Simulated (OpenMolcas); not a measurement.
Mo3+ (d3) among equal point charges was computed by CASSCF with the d shell active (OpenMolcas, ANO-RCC-VDZP on the metal). Its lowest spin-free states, and all those of the highest spin:

```csv
2S+1,Degeneracy,E (cm-1)
4,1,0.0
4,2,10535
4,1,11229
2,2,14461
2,2,15036
2,1,15678
4,1,16621
4,2,17491
2,1,20117
2,2,20909
2,1,23020
2,2,25480
4,2,26377
4,1,29160
```

Task: Is the site octahedral, tetrahedral or cube-like, axial, or of lower symmetry?

Result: The states with 2S+1 = 4 have orbital degeneracies 1, 2, 1, 1, 2, 2, 1. There are pairs but no triples, so the site is axial: not cubic, but with a proper or improper axis of order three or more. The run had Mo3+ among 6 point charges of -1.1 e arranged as a trigonal antiprism (D3d), 1.88 Å from the ion, with a polar angle of 53.1° against the regular 54.74°.

Without dynamic correlation the repulsion within the d shell is too large (B by tens of per cent), so at a given field states of lower spin stand too high. Point charges carry no covalency, so the field is a model and not that of real ligands. No measured value stands beside these numbers.
